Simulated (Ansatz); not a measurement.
Reaction (hydrogenolysis of a B–S bond): `F[SiH2]OBS` + H₂ → `BO[SiH2]F` + H₂S

Program: Ansatz. Geometries: PBE0-D4/def2-TZVP. ΔE: electronic, gas phase. CCSD(T)/CBS adds triple-zeta CCSD(T) − MP2 to the extrapolated MP2 energy (def2 sets, frozen cores). This one scheme is used for every species. DFT in def2-TZVPP. Each species was taken in one conformer, which may not be the lowest.

`F[SiH2]OBS`:

Z-matrix (Å, degrees):
```
Si
O 1 1.624
F 1 1.598 2 110.2
H 1 1.475 2 108.7 3 117.8
H 1 1.475 2 108.7 3 -117.8
B 2 1.353 1 147.3 3 0.2
S 6 1.800 2 125.3 1 0.0
H 6 1.195 2 119.1 1 180.0
H 7 1.345 6 98.3 2 -0.0
```

H₂:

Cartesian coordinates in Å:
```
H -0.028 0.241 -0.283
H 0.028 -0.241 0.283
```

`BO[SiH2]F`:

```xyz
8

B     0.272   -0.688    1.381
O    -0.403    0.172    0.587
Si   -0.288    0.525   -1.012
F     0.380    1.960   -1.148
H    -0.006   -0.714    2.545
H     1.118   -1.400    0.908
H     0.581   -0.456   -1.697
H    -1.654    0.600   -1.563
```

H₂S:

Z-matrix (Å, degrees):
```
S
H 1 1.341
H 1 1.341 2 92.3
```

```json
{"level": "PBE", "ΔE (kcal/mol)": "15.8"}
{"level": "HF/def2-TZVPP", "ΔE (kcal/mol)": "8.1"}
{"level": "SCS-MP2/def2-TZVPP", "ΔE (kcal/mol)": "13.4"}
{"level": "MP2/CBS(def2)", "ΔE (kcal/mol)": "16.1"}
```

Problem. What does CCSD(T)/CBS give? (Best estimate.)

Solution. Computed: +14.4 kcal/mol. The listed levels differ from it by 1.4, -6.3, -1.0, 1.7 kcal/mol.

Largest T1 diagnostic among the species: 0.013.

In def2-TZVPP, CCSD(T) changes the Hartree–Fock value by +5.8 kcal/mol (the triples alone add +1.5 kcal/mol) and MP2 by +7.5 kcal/mol. The D4 term adds +2.6 kcal/mol with B3LYP and +1.4 kcal/mol with PBE0; it sums over pairs of atoms, weighted by their polarisabilities, and B3LYP, whose exchange is more repulsive, gets the larger term.

B3LYP here is the variant with VWN-RPA as its local correlation; programs differ in this.
